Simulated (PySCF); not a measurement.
Compound: C₅H₁₁BS.
SMILES: `CS[C@@H]1BCCC1`

Theory: TDDFT wB97X-D/def2-SVPD, vertical, gas phase, core orbitals frozen in the response in PySCF. Isolated species at its PBE0-D3(BJ)/def2-SVP geometry (one conformer only).

Task: List the vertical singlet excitations with oscillator strengths and describe the spectrum.

Result: 

```
state  E (eV)  E (kJ/mol)  λ (nm)       f  |μ| (D)  main configurations (H = HOMO, L = LUMO)
   S1    4.81         464   257.9  0.0034     0.43                                 H→L (98%)
   S2    5.73         553   216.4  0.0003     0.12                  H→L+2 (69%), H→L+5 (11%)
   S3    5.91         571   209.6  0.0023     0.32                  H-1→L (66%), H-2→L (28%)
   S4    6.33         611   195.9   0.024     1.00     H→L+1 (58%), H→L+5 (18%), H→L+2 (11%)
   S5    6.35         613   195.1  0.0062     0.51      H-3→L (53%), H-2→L (23%), H-4→L (9%)
   S6    6.75         651   183.7   0.023     0.95                   H→L+3 (76%), H→L+6 (9%)
   S7    6.98         673   177.6   0.033     1.11                               H→L+4 (74%)
   S8    7.10         685   174.6   0.025     0.97     H-2→L (40%), H-3→L (25%), H-1→L (21%)
   S9    7.52         726   164.8  0.0083     0.54     H→L+1 (28%), H→L+5 (22%), H→L+2 (10%)
  S10    7.68         741   161.3   0.014     0.70                  H-4→L (84%), H-3→L (12%)
```

Triplets, Tamm–Dancoff:

```
state  E (eV)  λ (nm)  main configurations (H = HOMO, L = LUMO)
   T1    4.64   267.1                                 H→L (95%)
   T2    5.35   231.8    H→L+2 (58%), H→L+5 (14%), H→L+11 (10%)
   T3    5.44   228.1                  H-1→L (60%), H-2→L (32%)
   T4    5.87   211.3                  H-3→L (60%), H-2→L (18%)
```

The lowest singlet lies at 4.81 eV (258 nm, ultraviolet) and is very weak; its leading configuration is HOMO→LUMO (98%). The strongest level in the table is S7 at 6.98 eV (178 nm, f = 0.033). Löwdin shares by element: HOMO sulfur 69%, carbon 19% or more; LUMO boron 44%, carbon 25% or more, hydrogen 9% or more (atoms not listed hold the other 22%). The oscillator strengths of these states sum to 0.140; summed over the whole spectrum of an exact calculation they would give the number of electrons, 62 (Thomas–Reiche–Kuhn). The listed states span 2.88 eV, and the widest gap between neighbours is 0.92 eV (S1 to S2). Of the 10 states listed, 5 reach f = 0.01 and 1 stays under 0.0005. The vertical ionisation energy (ΔSCF) is 8.41 eV, 0.73 eV above S10. The window holds the lowest 10 singlets.
